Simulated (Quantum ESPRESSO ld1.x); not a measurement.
Values are calculated unless marked as measured or tabulated.
Problem. Ce III, 56 electrons, occupied as [Xe] 4f2 (the NIST ground configuration). Code: ld1.x of Quantum ESPRESSO 7.5. Model: Dirac Kohn-Sham, relativistic LDA (MacDonald-Vosko exchange, VWN5 correlation), spin-unpolarised, spherical densities, point nucleus; open shells are shared between the two j in proportion to 2j + 1.

Spin-orbit splittings of the eigenvalues, e(l+1/2) - e(l-1/2), with zeta = 2 splitting/(2l+1) and mean radii in bohr:

shell  occ.  splitting (eV)  zeta (eV)  <r> j=l-1/2  <r> j=l+1/2
2p        6           442.0      294.7      0.08817      0.09434
3p        6           86.92      57.95       0.2687       0.2809
3d       10           18.77      7.509       0.2516       0.2554
4p        6               ?          ?       0.6589       0.6868
4d       10           3.262      1.305       0.7444       0.7545
4f        2          0.2935    0.08385        1.201        1.218
5p        6           2.616      1.744        1.737        1.820
5d        0          0.2286    0.09143        2.637        2.675

Estimate the 4p splitting.

Solution. 18.69 eV (zeta = 12.46 eV).
